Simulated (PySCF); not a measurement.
# Reading the logs of faulty runs: C2GeH8N

These are calculations, not measurements. They come from PySCF 2.14.0, an open-source quantum chemistry program, on an isolated molecule that a program drew, which may never have been made. The molecule is C2GeH8N (charge 0, doublet), drawn as the SMILES string `N[CH][CH2][GeH3]`.

Each row is a Hartree-Fock (HF) and frozen-core CCSD(T) single point in the cc-pVDZ basis, meant for a local HF minimum. Run 1 is clean. Each other run has one planted mistake out of seven kinds, and not every kind appears here: one electron removed, one electron added, multiplicity raised by two, geometry at a saddle point, minimal basis STO-3G, one bond length entered in bohr, all coordinates scaled. The reference is restricted for singlets and unrestricted otherwise, and also for a bond in bohr. Adding or removing an electron swaps singlet and doublet. Electrons count all cores. HOMO and LUMO are orbital energies over both spins, the gradient is its largest component, and the lowest frequency (negative if imaginary) is given only where the gradient is small. Bond lengths are over the 11 bonds as drawn. T1 is the CCSD diagnostic: over 0.02 (restricted) or 0.045 (unrestricted) a single reference is doubtful. Germanium has the cc-pVDZ-PP basis, with a core potential (ECP10MDF) in place of its 10 inner electrons, and its 3s, 3p and 3d shells are frozen in CCSD(T).

Geometry of the clean run:
```xyz
12
C2GeH8N, angstrom
N    -1.0502   -2.8448   -0.7460
C    -0.9693   -2.0099   -1.8735
C    -1.0634   -0.5284   -1.7011
Ge    0.5903    0.3226   -0.9983
H    -0.9857   -2.3651    0.1326
H    -0.4119   -3.6175   -0.7570
H    -0.4310   -2.4095   -2.7251
H    -1.8831   -0.2716   -1.0225
H    -1.2858   -0.0514   -2.6582
H     0.4251    1.8467   -0.9067
H     0.9209   -0.2120    0.4042
H     1.7738    0.0058   -1.9230
```

```
run  electrons  basis functions  <S^2>  HOMO (eV)  LUMO (eV)  gradient (hartree/bohr)  lowest frequency (cm^-1)  mean bond (Å)  longest bond (Å)      T1  HF (hartree)  CCSD(T) (hartree)                     mistake
  1         59              105  0.764      -7.38       4.02                  2.0e-05                        72         1.3429             1.988  0.0145    -428.16984         -428.78224                    no fault
  2         59              105  0.762      -7.02       4.22                  3.4e-02                         -         1.2959             1.919  0.0135    -428.15501         -428.76068      all coordinates scaled
  3         59              105  3.768      -2.41      -0.53                  7.1e-02                         -         1.3429             1.988  0.0259    -427.91472         -428.50108  multiplicity raised by two
  4         58              105  0.000     -16.96      -4.24                  1.1e-01                         -         1.3429             1.988  0.0199    -427.95496         -428.56725        one electron removed
  5         59              105  1.359      -7.81       2.94                  3.0e-02                         -         1.4314             2.069  0.0474    -428.05796         -428.66998                           ?
```

**Which mistake was planted in run 5, and what did it cost?**

The mean bond changes by a factor of 1.066 and the longest by 1.041, so the molecule wasn't scaled as a whole. A length L in bohr read as angstrom grows by (1/0.5292 - 1) L = 0.890 L. The 11 bonds together grew by 11 x 0.0885 = 0.974 Å, which gives L = 1.094 Å. That is the length of one of the C-H bonds, 1.095 Å in the clean geometry. So the mistake is: one bond length entered in bohr. Subtracting run 1 and multiplying by 627.51 kcal/mol a hartree, the energy moved by 70.2 kcal/mol in HF and 70.4 kcal/mol in CCSD(T).

Cautions from the logs. Run 5: T1 is over the limit, so its CCSD(T) energy is less reliable.
